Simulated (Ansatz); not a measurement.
Species: sum formula CoHSF, charge 0, multiplicity 4. The spin state was set by rule; other spins were not relaxed. 
Geometry from a B3LYP-D3(BJ)/def2-TZVP (Ansatz, a program for electronic structure) optimisation:
SMILES: [F][Co][SH]
```xyz
4

Co    -0.1808     0.2274    -0.2831
F     -0.5053     1.1470    -1.7595
S      0.5719    -0.8967     1.4104
H      0.2778    -2.1148     0.9130
```
Charge 0, spin multiplicity 4.

Basis-set convergence of Hartree-Fock and CCSD(T) correlation energies (hartree) with Ansatz. Valence correlation only, unless marked. Open shells are spin-unrestricted. Spin-orbit coupling is left out. The frozen core is the preceding noble-gas configuration, with the filled d and f shells of earlier blocks. Non-relativistic.

| basis | functions | E(HF) | E(corr, CCSD(T)) |
|---|---|---|---|
| def2-SVP | 68 | -1878.63742 | -0.51085 |
| def2-TZVPP | 151 | (withheld) | (withheld) |

### Question
Fill in the missing entries.

### Answer

- def2-TZVPP, E(HF): -1879.09939
- def2-TZVPP, E(corr, CCSD(T)): -0.73511
